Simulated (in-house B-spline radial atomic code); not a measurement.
**LDA VWN5 excitations of the selenium ion Se²⁴⁺**

Method: LDA VWN5. Computed with a B-spline radial code for spherical atoms: linear response of the closed shell [He] 2s2 2p6 with the functional's adiabatic kernel; non-relativistic, point nucleus, no spin-orbit coupling, no double excitations, S, P, D and F terms only. Only terms of natural parity with L up to 3 were computed.

Without relativity these are model numbers for so heavy an element.

Command:
```bash
python run_td.py task.json out
```
Settings (radii: box in bohr, nucleus in fm):
```
Z                        34
electrons                10
configuration            [He] 2s2 2p6
hamiltonian              nr
method                   lda,vwn
box_radius               4.86
intervals                49
```

Run time, properties included: 0.2 s on 1 thread of Arm Neoverse N1 (shared host).

The lowest states, in the order of their Tamm-Dancoff energies; the method's threshold (minus the highest occupied level) is 2471.41 eV. Labels give the largest channel, * marks a mixed state, and oscillator strengths are full-response dipole values. Semilocal kernels can invert the small singlet-triplet splittings of Rydberg terms. Energies in eV:

| state | full response | Tamm-Dancoff | oscillator strength |
| --- | --- | --- | --- |
| 2p → 3s 3P | 1429.27 | 1429.28 | - |
| 2p → 3s 1P | 1433.36 | 1433.40 | 0.174 |
| 2p → 3p 3S | 1470.44 | 1470.49 | - |
| 2p → 3p 3D | 1474.82 | 1474.84 | - |
| 2p → 3p 1D | ? | ? | - |
| 2p → 3p 1S | 1506.33 | 1507.20 | - |
| 2p → 3d 3P | 1536.69 | 1536.71 | - |
| 2p → 3d 3F | 1538.73 | 1538.75 | - |
| 2p → 3d 1F | 1543.01 | 1543.02 | - |
| 2p → 3d 1P | 1563.71 | 1564.20 | 3.1 |
| 2s → 3s 3S | 1573.40 | 1573.41 | - |
| 2s → 3s 1S | 1585.92 | 1586.36 | - |
| 2s → 3p 3P | 1619.69 | 1619.70 | - |
| 2s → 3p 1P | 1623.08 | 1623.09 | 0.592 |
| 2s → 3d 3D | 1682.83 | 1682.85 | - |
| 2s → 3d 1D | ? | ? | - |

(1) Where does 2p → 3p 1D lie?

(2) Where does 2s → 3d 1D lie?

(3) How large is the singlet-triplet splitting of 2p → 3s (P terms) in Tamm-Dancoff?

(4) What polarisabilities and dispersion coefficient does the method give?

Answers

(1) At 1478.32 eV in full response, 1478.32 eV in Tamm-Dancoff.

(2) At 1690.64 eV in full response, 1690.67 eV in Tamm-Dancoff.

(3) 4.12 eV, from the unrounded values.

(4) Dipole 0.001645 bohr³, quadrupole 9.645e-05 bohr⁵, C6 0.000133 hartree·bohr⁶ for two such species.
